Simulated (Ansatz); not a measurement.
Geometry optimisation, DFT PBE, scalar-relativistic, plane waves, PAW in Ansatz 0.2.0.

Input file:

```yaml
crystal:
  lattice:
    - [5.048742, 0.0, 0.0]
    - [0.0, 5.048742, 0.0]
    - [0.0, 0.0, 16.135561]
  atoms:
    - { symbol: H, position: [0.4277868, 0.0, 0.0619749] }
    - { symbol: H, position: [0.0722132, 0.0, 0.0619749] }
    - { symbol: H, position: [0.9277868, 0.0, 0.0619749] }
    - { symbol: H, position: [0.5722132, 0.0, 0.0619749] }
    - { symbol: H, position: [0.4277868, 0.5, 0.0619749] }
    - { symbol: H, position: [0.0722132, 0.5, 0.0619749] }
    - { symbol: H, position: [0.9277868, 0.5, 0.0619749] }
    - { symbol: H, position: [0.5722132, 0.5, 0.0619749] }
    - { symbol: C, position: [0.25, 0.0, 0.1013104] }
    - { symbol: C, position: [0.75, 0.0, 0.1013104] }
    - { symbol: C, position: [0.25, 0.5, 0.1013104] }
    - { symbol: C, position: [0.75, 0.5, 0.1013104] }
    - { symbol: C, position: [0.25, 0.25, 0.156623] }
    - { symbol: C, position: [0.75, 0.25, 0.156623] }
    - { symbol: C, position: [0.25, 0.75, 0.156623] }
    - { symbol: C, position: [0.75, 0.75, 0.156623] }
    - { symbol: C, position: [0.0, 0.25, 0.2119356] }
    - { symbol: C, position: [0.5, 0.25, 0.2119356] }
    - { symbol: C, position: [0.0, 0.75, 0.2119356] }
    - { symbol: C, position: [0.5, 0.75, 0.2119356] }
    - { symbol: C, position: [0.0, 0.0, 0.2672482] }
    - { symbol: C, position: [0.5, 0.0, 0.2672482] }
    - { symbol: C, position: [0.0, 0.5, 0.2672482] }
    - { symbol: C, position: [0.5, 0.5, 0.2672482] }
    - { symbol: C, position: [0.25, 0.0969069, 0.3163633] }
    - { symbol: C, position: [0.75, 0.0969069, 0.3163633] }
    - { symbol: C, position: [0.25, 0.4030931, 0.3163633] }
    - { symbol: C, position: [0.75, 0.4030931, 0.3163633] }
    - { symbol: H, position: [0.75, 0.0208818, 0.3802509] }
    - { symbol: H, position: [0.25, 0.4791182, 0.3802509] }
    - { symbol: H, position: [0.75, 0.4791182, 0.3802509] }
    - { symbol: H, position: [0.0925662, 0.4625803, 0.3610386] }
basis:
  ecutwfc: 420.0
kpoints:
  mp_grid: { grid: [3, 3, 1] }
hamiltonian:
  xc: pbe
  pseudopotentials: { kind: paw, azcp: { folder: soft_1 } }
scf:
  occupations: { method: gaussian, width: 0.02 }
  lower_state_search: "off"
relax:
  f_tol: 0.03
  max_steps: 60
  adjacent_minimum: "off"
  constraints: [{ sites: [0, 1, 2, 3, 4, 5, 6, 7, 8, 9, 10, 11, 12, 13, 14, 15] }]
```

Run as:

```bash
$ ansatz run input.yaml --threads 2 --pin off --max-ram 5120MiB --backend cpu --events-out ev --progress --plain --runs-dir out
```

Q: Where does it end, and by what steps?

A: The run converged. Limits of this set-up: thin slab, slab without dipole correction, open-shell adsorbate without spin. After 17 steps the energy has fallen by 7.831 eV; H32 moved furthest, 2.87 Å. Parted: C27–H32 (1.11 → 2.30 Å). Joined: C25–H32 (2.14 → 1.10 Å).

```
step  energy less start (eV)  largest force component (eV/Å)  accepted
   0                  0.0000                           4.711       yes
   1                 -1.7989                           1.116       yes
   2                 -2.0412                           0.780       yes
   3                 -2.2023                           0.496       yes
   4                 -2.3136                           0.665       yes
   5                 -2.4842                           1.020       yes
   6                 -2.7253                           1.164       yes
   7                 -3.0976                           1.766       yes
   8                 -3.6740                           2.856       yes
   9                 -4.3997                           3.770       yes
  10                 -5.2599                           4.238       yes
  11                 -6.0972                           3.772       yes
  12                 -6.7295                           1.670       yes
  13                 -7.2024                           1.626       yes
  14                 -7.5456                           0.878       yes
  15                 -7.7492                           0.543       yes
  16                 -7.8295                           0.070       yes
  17                 -7.8308                           0.010       yes
```

```xyz
32
Lattice="5.0487 0.0000 0.0000 0.0000 5.0487 0.0000 0.0000 0.0000 16.1356" Properties=species:S:1:pos:R:3
H 2.160 0.000 1.000
H 0.365 0.000 1.000
H 4.684 0.000 1.000
H 2.889 0.000 1.000
H 2.160 2.524 1.000
H 0.365 2.524 1.000
H 4.684 2.524 1.000
H 2.889 2.524 1.000
C 1.262 0.000 1.635
C 3.787 0.000 1.635
C 1.262 2.524 1.635
C 3.787 2.524 1.635
C 1.262 1.262 2.527
C 3.787 1.262 2.527
C 1.262 3.787 2.527
C 3.787 3.787 2.527
C 0.000 1.262 3.357
C 2.524 1.262 3.356
C 0.000 3.787 3.491
C 2.524 3.787 3.491
C 0.000 0.084 4.330
C 2.524 0.084 4.330
C 0.000 2.441 4.330
C 2.524 2.441 4.330
C 1.262 0.445 5.143
C 3.787 0.445 5.142
C 1.262 2.079 5.143
C 3.787 2.079 5.143
H 3.786 0.019 6.157
H 1.262 2.505 6.157
H 3.787 2.506 6.157
H 1.262 5.068 6.157
```

Time of the run: 74 s on 2 threads of Arm Neoverse V2, on a shared host, peak memory 0.65 GiB.
